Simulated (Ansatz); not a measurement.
Computed with Ansatz on PBE0-D4/def2-TZVP structures; ΔE is electronic, products minus reactants. CCSD(T)/CBS is the MP2 limit (def2-TZVPP, def2-QZVPP) plus CCSD(T) − MP2 in def2-TZVPP, frozen cores. DFT in def2-TZVPP. For Br, Ga outer-core shells are correlated without core-valence functions, which leaves a few kJ/mol of doubt a bond. Scalar relativity is left out up to krypton. Each species was taken in one conformer, which may not be the lowest.

Reaction (ligand exchange at the Si–O bond): `[SiH3][O][GaH][Br]` + `NBS` → `[SiH3]NBS` + `[OH][GaH][Br]`

```tsv
level	ΔE (kJ/mol)	difference from CCSD(T)/CBS
revPBE-D4	46.4	-8.6
B97M-V	57.4	2.4
r2SCANh-D4	56.2	1.2
BHLYP-D4	64.3	9.3
CAM-B3LYP-D4	59.6	4.6
RPA@PBE/def2-TZVPP	54.7	-0.3
MP2/def2-TZVPP	55.6	0.6
CCSD(T)/def2-TZVPP	55.6	0.6
HF/def2-QZVPP	68.9	13.9
SCS-MP2/def2-QZVPP	57.8	2.8
CCSD(T)/CBS	55.0	0
```

Largest T1 diagnostic among the species: 0.012.

From BLYP to BHLYP (50 % exact exchange), in def2-TZVPP and without D4, ΔE moves by +8.1 kJ/mol. Leaving LDA and LC-ωPBE aside and taking each functional with its dispersion term where it has one, the values spread over 18.0 kJ/mol, from revPBE-D4 to BHLYP-D4. In def2-TZVPP, CCSD(T) changes the Hartree–Fock value by −12.4 kJ/mol (the triples alone add −1.9 kJ/mol) and MP2 by −12.4 kJ/mol.
